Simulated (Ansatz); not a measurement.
niobium atom (Nb), sextet (core potentials on Nb). Base run: PBE/def2-SV(P) (Ansatz, a program for electronic structure).

Here is a job for Ansatz.
Ansatz 0.2 input:
```yaml
crystal:
  periodic: [false, false, false]
  atoms:
    - {symbol: Nb, position_ang: [0.00000000, 0.00000000, 0.00000000]}
basis:
  gaussian:
    orbitals: def2-SV_P_.json
hamiltonian:
  xc: pbe
magnetization: {spin_polarized: true, initial_magnetization: 5}
```
The basis file holds def2-SV(P) in the JSON format of the Basis Set Exchange.

Variants of this job, named by their change:

```
change                                                                 basis functions       E (Eh)
---------------------------------------------------------------------  ---------------  -----------
base                                                                                24    -56.82289
basis = jorge-DZP-DKH; relativity = none                                            48  -3732.64837
basis = jorge-DZP-DKH; relativity = spin-free X2C; nucleus = Gaussian               48  -3818.21224
basis = x2c-TZVPall; relativity = none                                              63  -3716.57303
basis = ANO-RCC-VDZP; relativity = none                                             43  -3701.41452
basis = x2c-TZVPall; relativity = spin-free X2C; nucleus = Gaussian                 63  -3818.95407
basis = jorge-DZP-DKH; relativity = spin-free X2C                                   48  -3818.25720
basis = ANO-RCC-VDZP; relativity = spin-free X2C                                    43  -3818.91274
basis = ANO-RCC-VDZP; relativity = spin-free X2C; nucleus = Gaussian                43  -3818.86159
basis = x2c-TZVPall; relativity = spin-free X2C                                     63  -3818.99719
```

Total energies compare only within one method and basis.

Ansatz warned in this series: the basis is contracted for relativity, which the run leaves out.

Basis sets contracted for a relativistic Hamiltonian are a mismatch without it, so the rows without relativity aren't non-relativistic limits. No row has spin-orbit coupling; sets with core potentials leave out the core electrons.
